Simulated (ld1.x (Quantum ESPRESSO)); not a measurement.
**An all-electron radial function and its pseudo partner (Be (Z = 4))**

Columns: radius, all-electron u(r) and pseudo u(r) of the 2p shell (level -16.90 eV) of beryllium in the configuration 1s2 2s0 2p0; LDA (PZ), scalar-relativistic, TM semilocal scheme, ld1.x (Quantum ESPRESSO) 7.5.

```
r (bohr)  all-electron  pseudo
   0.143        0.0455  0.0194
   0.285        0.1411  0.0747
   0.428        0.2528  0.1604
   0.570        0.3611  0.2653
   0.713        0.4582  0.3791
   0.855        0.5380  0.4879
   0.998        0.6004  0.5826
   1.140        0.6448  0.6546
   1.283        0.6733  0.7017
   1.425        0.6873  0.7239
   1.568        0.6894  0.7254
   1.710        0.6814  0.7112
   1.853        0.6654  0.6866
   1.995        0.6434  0.6563
   2.138        0.6165  0.6230
   2.280        0.5866  0.5892
   2.423        0.5543  0.5550
   2.565        0.5210  0.5211
   2.708        0.4869  0.4869
   2.850        0.4533  0.4533
   2.992        0.4202  0.4202
   3.135        0.3880  0.3880
   3.278        0.3569  0.3569
   3.420        0.3276  0.3276
   3.563        0.2996  0.2996
   3.705        0.2734  0.2734
```

(1) How many radial nodes do the two functions have?

(2) At about which radius was the pseudo-wave matched?

(3) Is the pseudo-wave norm-conserving?

Results:

(1) The all-electron 2p function has n − l − 1 = 0; the pseudo-wave has 0.

(2) 2.85 bohr. The columns agree to 0.0005 from 2.56 bohr on; several derivatives are matched, so the curves merge somewhat inside the radius.

(3) Yes: the TM semilocal scheme keeps the norm inside the radius equal to the all-electron one, which fixes the energy derivative of the logarithmic derivative at the level.
